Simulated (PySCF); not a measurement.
Input of a run (PBE0-D3(BJ)/def2-SVP geometry optimisation, gas phase, def2 core potentials past Kr (PySCF 2.14.0)), started from GFN2-xTB:
```
{"job": {"xc": "PBE0", "basis": "def2-SVP", "d3": "d3bj", "grid": 1, "maxiter": 40, "shake": 0.03, "kind": "geom"}, "charge": 0, "multiplicity": 1}
Hf    -0.526460    -0.237570    -0.967690
P     -1.431610    -0.446870     1.669140
H     -2.791250    -0.013690     1.681580
H     -0.911340     0.410550     2.690540
H     -1.641860    -1.547630     2.469120
Cl     0.335370     0.399060    -3.032230
P      2.126050     0.427020    -0.461520
H      3.059710     0.534340     0.563780
H      2.461420     1.658560    -0.965370
H      2.918750    -0.333800    -1.237130
Cl    -2.813210    -0.613080    -1.443800
Cl    -0.875860     2.019800    -0.118090
Cl     0.120920    -2.308810    -0.826120
```

Output (energies in Eh, forces in Eh/bohr):
```
step   0  E = -2573.76814248  max force = 0.081992
step   1  E = -2573.78587074  max force = 0.038054
step   2  E = -2573.79460263  max force = 0.015329
step   3  E = -2573.79435921  max force = 0.011746
step   4  E = -2573.79753576  max force = 0.006118
step   5  E = -2573.79824729  max force = 0.002931
step   6  E = -2573.79856881  max force = 0.003215
step   7  E = -2573.79917735  max force = 0.003069
step   8  E = -2573.79949901  max force = 0.001474
step   9  E = -2573.79947564  max force = 0.001590
step  10  E = -2573.79950348  max force = 0.001884
step  11  E = -2573.79957564  max force = 0.002931
step  12  E = -2573.79964767  max force = 0.002071
step  13  E = -2573.79977247  max force = 0.001171
step  14  E = -2573.79976564  max force = 0.002166
step  15  E = -2573.79983875  max force = 0.002625
step  16  E = -2573.79992232  max force = 0.002097
step  17  E = -2573.79993881  max force = 0.001066
step  18  E = -2573.79994062  max force = 0.000587
step  19  E = -2573.79994083  max force = 0.000498
step  20  E = -2573.79994021  max force = 0.000454
step  21  E = -2573.79993957  max force = 0.000433
optimisation converged
```

Q: Summarise the run.

A: The energy falls by 83.5 kJ/mol over 22 energy and gradient evaluations, the largest force component goes from 0.0820 to 4.3e-04 Eh/bohr, and the atoms move by 0.397 Å rms after alignment. The bond that changes most is Hf1–Cl13 (ends: hafnium bonded to 4 Cl and 2 P; chlorine bonded to Hf), which lengthens by 0.231 Å. Bonds longer at the end by more than 0.005 Å: 8 of 12; shorter: 3. Among the angles that change most is Hf1–P7–H8, from 142.5° to 120.2°. Among the dihedrals that turn most is Cl13–Hf1–P2–H4, from 120° to 90°. The energy rose by more than 1e-6 Eh at steps 3, 9 and 14. The first step brought 56 % of the lowering.

Q: What are the final bond lengths?

A: Hf1–P2 2.842 Å, Hf1–Cl6 2.358 Å, Hf1–P7 2.839 Å, Hf1–Cl11 2.364 Å, Hf1–Cl12 2.413 Å, Hf1–Cl13 2.406 Å, P2–H3 1.417 Å, P2–H4 1.419 Å, P2–H5 1.417 Å, P7–H8 1.419 Å, P7–H9 1.417 Å, P7–H10 1.417 Å. Numbering counts from 1 in the input's order; the species is cis-Hf(PH3)2Cl4 (`[PH3]->[Hf](<-[PH3])([Cl])([Cl])([Cl])[Cl]`).

The run used 170 basis functions and 149 SCF cycles in all. Time: 9.9 min wall; peak memory 0.80 GiB. Hardware: an Intel Xeon at 2.70 GHz with one thread, shared host.

Stationary, but not proved a minimum.
